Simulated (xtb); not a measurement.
HSi (SMILES [SiH]), doublet, at a GFN2-xTB geometry. Base run: GFN2-xTB in xtb 6.7.1.

Here is a job for xtb.
```
$ xtb mol.xyz --gfn 2 --uhf 1 --json

# file mol.xyz
2

Si    -0.00000000    -0.00000000    -0.10104690
H      0.00000000     0.00000000     1.41465662
```

Each row names what was changed in the base input (with any setting that the change needs).

```
change         ΔE vs base (mEh)  dipole (D)  SCF cycles
-------------  ----------------  ----------  ----------
base                      0.000        0.29          11
etemp = 10000           -61.611        0.47          10
acc = 0.0001              0.000        0.29          14
acc = 0.1                 0.000        0.29          12
gbsa = water              4.533        0.08          10
etemp = 3000            -11.979        0.30          11
```

ALPB and GBSA are two models with their own fitted parameters for each solvent, which aren't always the measured dielectric constant.
